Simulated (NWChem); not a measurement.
System: C2H4F2OSi; SMILES C(/F)([SiH2]O)=C\F

NWChem input:

```
start job
memory heap 200 mb stack 900 mb global 1100 mb
geometry units angstroms noautosym nocenter noautoz
  O     -0.027555     2.365005     0.000000
  Si    -0.844620     0.917842     0.000000
  C      0.519805    -0.397497     0.000000
  F      1.778633     0.097178     0.000000
  C      0.371321    -1.722130     0.000000
  F     -0.851113    -2.247099     0.000000
  H      0.931670     2.272602     0.000000
  H     -1.697679     0.775910     1.212571
  H     -1.697679     0.775910    -1.212571
  H      1.183950    -2.454556     0.000000
end
basis spherical
  * library def2-svp
end
dft
  xc m06-2x
  iterations 150
end
cosmo
  do_cosmo_smd true
  solvent acetntrl
end
task dft energy
```

Geometry: optimised at PBE0/def2-SVP. Solvent: acetonitrile.

Level: M06-2X/def2-SVP with SMD (1 M gas to 1 M solution), gas-phase geometry. Reactions with the solvent are ignored.

Problem. Predict the main results of this run. (M06-2X/def2-SVP, SMD on the gas-phase geometry.) Quantities: solvation free energy (kcal/mol); cavity-dispersion-structure term (kcal/mol); dipole in solution (D).

Solution. 
```
Quantity                                     Result
-------------------------------------------  ------
solvation free energy (kcal/mol)               -2.9
cavity-dispersion-structure term (kcal/mol)     1.2
dipole in solution (D)                         1.85
```
